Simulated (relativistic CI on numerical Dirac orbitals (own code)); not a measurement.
## Energy levels of Gd XLVIII

Calculated at this level of theory: Dirac-Coulomb-Breit CI, separate exchange-only KLI orbitals for each configuration, model QED, unscaled Slater integrals (own radial code, finite nucleus).

CI space (outside the closed core [Ne]): 3s²3p⁵, 3s3p⁶, 3s²3p⁴3d, 3s3p⁵3d, 3p⁶3d, 3s3p⁴3d², 3s²3p³3d4p, 3p⁶4s, 3s3p⁴3d4s, 3s²3p⁴4s, 3p⁶4p, 3s²3p⁴4p, 3s²3p³3d², 3s²3p²3d³, 3s3p³3d³, 3s²3p²3d²4s, 3s²3p²3d²4p. Double excitations out of closed p, d and f shells are left out; levels of such configurations are missing from the list, as are those of other unlisted configurations, and high levels can miss mixing partners.

The lowest level is 3s²3p⁵ ²P°3/2, with 99 % of that term; Hund's rules for 3s²3p⁵ give ²P° with J = 3/2, in agreement.

| No. | Configuration | Term | J | E (10³ cm⁻¹) | % | Next component (%) | Lifetime (s) | jj configuration (%) |
| --- | --- | --- | --- | --- | --- | --- | --- | --- |
| 1 | 3s²3p⁵ | ²P° | 3/2 | 0.0 | 99 | 1 3s²3p³3d² ²P° |  | 3p3/2^3 (99) |
| 2 | 3s²3p⁵ | ²P° | 1/2 | 1400.5 | 98 | 1 3s²3p³3d² ²P° | 2.04e-08 | 3p1/2 3p3/2^4 (98) |
| 3 | 3s²3p⁴3d | ⁴D | 3/2 | 1575.5 | 37 | 33 ²D | 6.37e-10 | 3p3/2^2 3d3/2 (99) |
| 4 | 3s²3p⁴3d | ⁴D | 5/2 | 1610.4 | 43 | 19 ²F | 8.19e-10 | 3p3/2^2 3d3/2 (93) |
| 5 | 3s²3p⁴3d | ⁴P | 1/2 | 1616.8 | 47 | 28 ²P | 1.09e-10 | 3p3/2^2 3d3/2 (96) |
| 6 | 3s²3p⁴3d | ²F | 7/2 | 1646.0 | 33 | 31 ⁴F | 2.34e-03 | 3p3/2^2 3d3/2 (98) |
| 7 | 3s²3p⁴3d | ²D | 3/2 | 1768.4 | 60 | 19 ⁴F | 5.31e-09 | 3p3/2^2 3d3/2 (95) |
| 8 | 3s²3p⁴3d | ²F | 7/2 | 1908.6 | 46 | 43 ⁴D | 3.28e-06 | 3p3/2^2 3d5/2 (97) |
| 9 | 3s²3p⁴3d | ⁴F | 9/2 | 1927.4 | 69 | 30 ²G | 3.89e-06 | 3p3/2^2 3d5/2 (99) |
| 10 | 3s²3p⁴3d | ²P | 1/2 | 1948.7 | 52 | 24 ²S | 5.16e-11 | 3p3/2^2 3d5/2 (92) |
| 11 | 3s²3p⁴3d | ²D | 5/2 | 2117.9 | 53 | 23 ⁴P | 1.14e-07 | 3p3/2^2 3d5/2 (99) |
| 12 | 3s²3p⁴3d | ²D | 3/2 | 2159.7 | 35 | 34 ²P | 3.75e-12 | 3p3/2^2 3d5/2 (92) |
| 13 | 3s²3p⁴3d | ²D | 5/2 | 2186.5 | 47 | 19 ²F | 2.78e-12 | 3p3/2^2 3d5/2 (89) |
| 14 | 3s3p⁶ | ²S | 1/2 | 2664.0 | 70 | 15 3s²3p⁴3d ⁴P | 1.92e-12 | 3s (70) |
| 15 | 3s²3p⁴3d | ⁴D | 1/2 | 2897.0 | 78 | 16 ²P | 6.26e-11 | 3p1/2 3p3/2^3 3d3/2 (95) |
| 16 | 3s²3p⁴3d | ⁴D | 3/2 | 2969.9 | 34 | 29 ⁴F | 9.92e-10 | 3p1/2 3p3/2^3 3d3/2 (94) |
| 17 | 3s²3p⁴3d | ⁴F | 5/2 | 3033.6 | 47 | 36 ²F | 2.09e-11 | 3p1/2 3p3/2^3 3d3/2 (98) |
| 18 | 3s²3p⁴3d | ²G | 7/2 | 3044.0 | 59 | 25 ²F | 4.15e-08 | 3p1/2 3p3/2^3 3d3/2 (99) |
| 19 | 3s²3p³3d² | ⁴F° | 3/2 | 3249.9 | 29 | 23 ²D° | 9.92e-11 | 3p3/2 3d3/2^2 (97) |
| 20 | 3s²3p⁴3d | ⁴D | 7/2 | 3264.1 | 41 | 39 ⁴F | 2.08e-08 | 3p1/2 3p3/2^3 3d5/2 (99) |
| 21 | 3s²3p⁴3d | ²D | 5/2 | 3266.9 | 55 | 23 ²F | 7.04e-13 | 3p1/2 3p3/2^3 3d3/2 (93) |
| 22 | 3s²3p⁴3d | ²P | 3/2 | 3272.5 | 52 | 27 ⁴P | 7.80e-13 | 3p1/2 3p3/2^3 3d3/2 (85) |
| 23 | 3s²3p³3d² | ⁴F° | 5/2 | 3283.9 | 25 | 20 ⁴G° | 1.02e-10 | 3p3/2 3d3/2^2 (92) |
| 24 | 3s²3p³3d² | ⁴D° | 1/2 | 3285.5 | 45 | 24 ⁶F° | 5.01e-11 | 3p3/2 3d3/2^2 (95) |
| 25 | 3s²3p³3d² | ²G° | 7/2 | 3305.9 | 20 | 19 ²F° | 2.47e-10 | 3p3/2 3d3/2^2 (93) |
| 26 | 3s²3p⁴3d | ²S | 1/2 | 3309.0 | 33 | 28 ²P | 3.85e-13 | 3p1/2 3p3/2^3 3d3/2 (77) |
| 27 | 3s²3p⁴3d | ²P | 3/2 | 3328.1 | 47 | 20 ²D | 9.75e-12 | 3p1/2 3p3/2^3 3d5/2 (91) |
| 28 | 3s²3p⁴3d | ²F | 5/2 | 3354.1 | 47 | 22 ⁴P | 2.47e-09 | 3p1/2 3p3/2^3 3d5/2 (98) |
| 29 | 3s²3p⁴3d | ²G | 9/2 | 3355.4 | 69 | 30 ⁴F | 3.91e-08 | 3p1/2 3p3/2^3 3d5/2 (99) |
| 30 | 3s²3p⁴3d | ²D | 5/2 | 3403.4 | 52 | 26 ⁴P | 1.14e-10 | 3p1/2 3p3/2^3 3d5/2 (97) |
| 31 | 3s²3p³3d² | ⁴P° | 3/2 | 3441.7 | 19 | 16 ²P° | 1.12e-10 | 3p3/2 3d3/2^2 (86) |
| 32 | 3s²3p⁴3d | ²F | 7/2 | 3462.7 | 76 | 12 ⁴F | 3.25e-08 | 3p1/2 3p3/2^3 3d5/2 (98) |
| 33 | 3s²3p³3d² | ⁴G° | 9/2 | 3570.9 | 31 | 23 ⁶F° | 1.42e-10 | 3p3/2 3d3/2 3d5/2 (97) |
| 34 | 3s²3p³3d² | ²F° | 7/2 | 3595.3 | 24 | 18 ⁴F° | 4.93e-11 | 3p3/2 3d3/2 3d5/2 (96) |
| 35 | 3s²3p⁴3d | ²D | 3/2 | 3620.8 | 67 | 12 ⁴F | 2.07e-12 | 3p1/2 3p3/2^3 3d5/2 (87) |
| 36 | 3s²3p³3d² | ⁴D° | 3/2 | 3634.5 | 30 | 14 ²D° | 1.70e-11 | 3p3/2 3d3/2 3d5/2 (89) |
| 37 | 3s²3p³3d² | ⁴P° | 1/2 | 3637.9 | 49 | 19 ²S° | 2.30e-11 | 3p3/2 3d3/2 3d5/2 (90) |
| 38 | 3s²3p³3d² | ²F° | 5/2 | 3649.9 | 22 | 20 ⁴D° | 1.14e-11 | 3p3/2 3d3/2 3d5/2 (93) |
| 39 | 3s²3p³3d² | ⁶P° | 5/2 | 3669.6 | 26 | 23 ⁴D° | 1.54e-10 | 3p3/2 3d3/2 3d5/2 (97) |
| 40 | 3s²3p³3d² | ⁴G° | 11/2 | 3675.8 | 40 | 28 ²H° | 4.65e-09 | 3p3/2 3d3/2 3d5/2 (86) |
| 41 | 3s²3p³3d² | ²F° | 7/2 | 3697.0 | 25 | 20 ⁴D° | 2.17e-11 | 3p3/2 3d3/2 3d5/2 (92) |
| 42 | 3s²3p⁴3d | ²P | 1/2 | 3702.0 | 68 | 26 ²S | 1.19e-12 | 3p1/2 3p3/2^3 3d5/2 (89) |
| 43 | 3s²3p³3d² | ⁴F° | 7/2 | 3781.4 | 18 | 17 ²G° | 3.68e-12 | 3p3/2 3d3/2 3d5/2 (82) |
| 44 | 3s²3p³3d² | ²D° | 5/2 | 3790.7 | 25 | 22 ⁴F° | 4.21e-12 | 3p3/2 3d3/2 3d5/2 (83) |
| 45 | 3s²3p³3d² | ²P° | 3/2 | 3812.2 | 26 | 21 ⁴F° | 4.34e-12 | 3p3/2 3d3/2 3d5/2 (88) |

Energies count from the lowest computed level; ° marks odd parity; lifetimes are radiative, by E1, M1, E2, M2, E3 decay to levels of this space only. Filled j subshells are mostly left out of the jj labels.

The mean weight of the leading LS term, summed over parents, in these 45 levels is 46 %, and that of the leading jj configuration (from the same eigenvectors) 93 %, so jj coupling describes them better and the LS labels are nominal.

At this charge energies of transitions that change n are usually good to better than 1 %, and those within a shell (Δn = 0) to a few per cent.

LS names give the leading component of a level, which can be under half, so a name can repeat, a term be missing and a line seem to break the LS rules.
